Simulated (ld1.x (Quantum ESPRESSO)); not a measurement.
Cu, RRKJ: configuration errors across variants

- Element: Cu
- Generator: ld1.x (Quantum ESPRESSO) 7.5
- Type: norm-conserving RRKJ (Kleinman–Bylander form)
- Functional: revPBE
- Relativity: scalar-relativistic
- Frozen core: [Ar]
- Valence charge: 11
- Reference configuration: 3d9 4s0 4p0 (charge +2)
- Partial waves: 4p (bound, empty): rc 2.60 bohr; 3d (bound): rc 0.70 bohr; 4s (bound, empty): rc 1.95 bohr
- Local potential: the s channel
- Core correction: none

All-electron excitation energies from the reference (eV): (1) 3d10 4s1 4p0 -29.217; (2) 3d10 4s0 4p0 -21.205; (3) 3d8 4s0 4p0 38.899; (4) 3d7 4s0 4p0 98.500; (5) 3d9 4s1 4p1 -22.416; (6) 3d10 4s0.5 4p0 -26.115; (7) 3d9 4s2 4p0 -27.228.

3 further variants failed, have other tests or another functional or relativity, and are left out.

A true bound ghost makes a file unfit for plane-wave use even where its test errors are small: the radial tests pick states by their node count and pass the ghost by.

Errors AE − PS in meV (a dash: test not solved or not reliable):

```csv
change,(1),(2),(3),(4),(5),(6),(7),bound ghosts
base,-47,-238,-510,-2452,+84,-137,+117,none
wave 4p (bound): rc 2.60 bohr becomes 4p (bound): rc 2.64 bohr,-47,-238,-510,-2452,+84,-137,+117,none
"type ultrasoft; waves now 4s (bound): rcut 1.70, rcutus 1.95 bohr; 4s channel at 0.5 Ry: rcut 1.70, rcutus 1.95 bohr; 4p (bound): rcut 2.25, rcutus 2.60 bohr; 4p channel at -0.8 Ry: rcut 2.25, rcutus 2.60 bohr; 3d (bound): rcut 0.60, rcutus 0.70 bohr; 3d channel at -1.35 Ry: rcut 0.60, rcutus 0.70 bohr; local potential all-electron potential smoothed inside 0.85 bohr (lloc = -1); augmentation PSQ, inside the norm-conserving radii",+96,-8.5,-105,-679,+100,+45,+162,"s, p"
core correction a·sin(br)/r model core inside 0.74 bohr,-187,-297,-605,-2902,-25,-236,-49,none
"all radii scaled by about 1.41 (s 2.74, p 3.66, d 0.98 bohr)",-84,-254,-533,-2475,+74,-172,+120,none
wave 4s (bound): rc 1.95 bohr becomes 4s (bound): rc 2.64 bohr,-78,-259,-560,-2655,+80,-170,+118,none
```

Problem. Give the same row for: wave 3d (bound): rc 0.70 bohr becomes 3d (bound): rc 0.90 bohr.

Solution. -46, -234, -493, -2347, +86, -135, +120; bound ghosts: none.
